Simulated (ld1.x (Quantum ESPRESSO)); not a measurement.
Before and after: TM potential for Rb

ld1.x (Quantum ESPRESSO) 7.5 input, shortened:

```
&input
   title='Rb', zed=37., rel=1, dft='PBESOL', iswitch=3,
   config='[Kr] 4d-2 5s1 5p0'
 /
 &inputp
   pseudotype=2, tm=.true., lloc=-2, rcloc=2.80,
   nlcc=.true., new_core_ps=.true.
 /
3
5S  1  0   1.00   0.00  4.10  4.10  0.0
4P  2  1   6.00   0.00  2.60  2.60  0.0
4D  3  2  -2.00   0.05  3.90  3.90  0.0
 &test
   configts(1)='4p6 5s1 5p0'
 /
```

Change: functional PBE.

Cutoffs: the cutoffs (Ry, on a coarse ladder) from which the occupation-weighted sum of valence levels, in a spherical-Bessel basis at the reference potential, stays within 10 and 1 mRy of its value at 400 Ry; they do not see the model core or the augmentation charge, which bear on the density cutoff. Errors are all-electron minus pseudo energies relative to the spin-unpolarised reference configuration.

Task: How do hardness, ghosts and transferability respond?

Result: The potential gets neither clearly harder nor softer (15 Ry and 18 Ry → 15 Ry and 18 Ry); of the 4 tests that both files solve, the error grows in 0 and shrinks in 2 by more than 15 % and 0.3 meV (median size 8.5 → 8.8 meV); neither file shows a bound ghost.

```tsv
quantity	base	changed
cutoff, loose	15 Ry	15 Ry
cutoff, tight	18 Ry	18 Ry
bound ghosts	none	none
error for 4p6 5s0 5p0, meV [ΔE 4.07 → 4.15 eV]	-1.5	-0.7
error for 4p6 5s0.5 5p0, meV [ΔE 1.56 → 1.58 eV]	+1.0	+0.8
error for 4p6 5s0 5p1, meV [ΔE 1.49 → 1.52 eV]	-16	-17
error for 4p5 5s1 5p0, meV [ΔE 21.15 → 21.14 eV]	+169	+136
s: phases at 4.46 bohr within 0.05 rad from the reference energy up to (Ry; the scan ends near 5)	0.2	0.2
p: phases at 4.46 bohr within 0.05 rad from the reference energy up to (Ry; the scan ends near 5)	0.1	0.1
d: phases at 4.46 bohr within 0.05 rad from the reference energy up to (Ry; the scan ends near 5)	0.8	0.8
```
